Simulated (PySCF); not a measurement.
ClH₃SeSi. Atoms are numbered in the order given.

```xyz
6

Se     0.7774     0.0868     0.0000
Cl    -0.8375     1.5840     0.0000
Si    -0.6701    -1.6904     0.0000
H      0.2272    -2.8842     0.0000
H     -1.5192    -1.6643    -1.2231
H     -1.5192    -1.6643     1.2231
```

Geometry optimised at PBE0-D3(BJ)/def2-SVP.

Method: B3LYP/pcSseg-1 run with PySCF.

GIAO shieldings, no solvent; atoms alike by connectivity are averaged. δ = σ(ref) − σ: ⁷⁷Se against Me2Se (σ = 1647.9 ppm); ³⁵Cl against HCl (σ = 933.3 ppm); ²⁹Si against TMS (σ = 338.7 ppm); ¹H against TMS (σ = 31.68 ppm), references at their B3LYP-D3(BJ)/def2-TZVP geometries, non-relativistic (without spin–orbit terms, shifts of atoms bonded to Cl or Br come out too high).

Problem. Estimate the chemical shifts. (Estimate from the structure and the level; the computed values follow.)

Solution. 
```
nucleus       atoms  count  δ (ppm)
-------  ----------  -----  -------
⁷⁷Se            Se1      1    827.2
³⁵Cl            Cl2      1   -101.3
²⁹Si            Si3      1    -42.2
¹H       H4, H5, H6      3     5.14
```
